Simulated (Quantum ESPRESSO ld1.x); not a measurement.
Task: Species: Ru XXI. Configuration: [Ar] 3d5 4p1 (not the ground configuration). All-electron calculation, scalar-relativistic Kohn-Sham, BLYP, spin-unpolarised, spherical densities, point nucleus. Program: ld1.x of Quantum ESPRESSO 7.5. Some entries of the table are withheld. Estimate them.

| orbital | occ. | eigenvalue (hartree) | r(max) (bohr) | <1/r> (bohr^-1) |
|---|---|---|---|---|
| 1s | 2 | (1) | 0.022 | 45.87 |
| 2s | 2 | -142.0893 | (2) | 10.41 |
| 2p | 6 | -130.1079 | 0.098 | 10.09 |
| 3s | 2 | -43.2792 | 0.351 | 3.827 |
| 3p | 6 | -39.3445 | 0.342 | 3.679 |
| 3d | 5 | -33.4134 | 0.282 | 3.494 |
| 4p | 1 | -18.3774 | 0.780 | 1.746 |

Result: 
(1) 1s eigenvalue (hartree): -832.7723
(2) 2s r(max) (bohr): 0.123
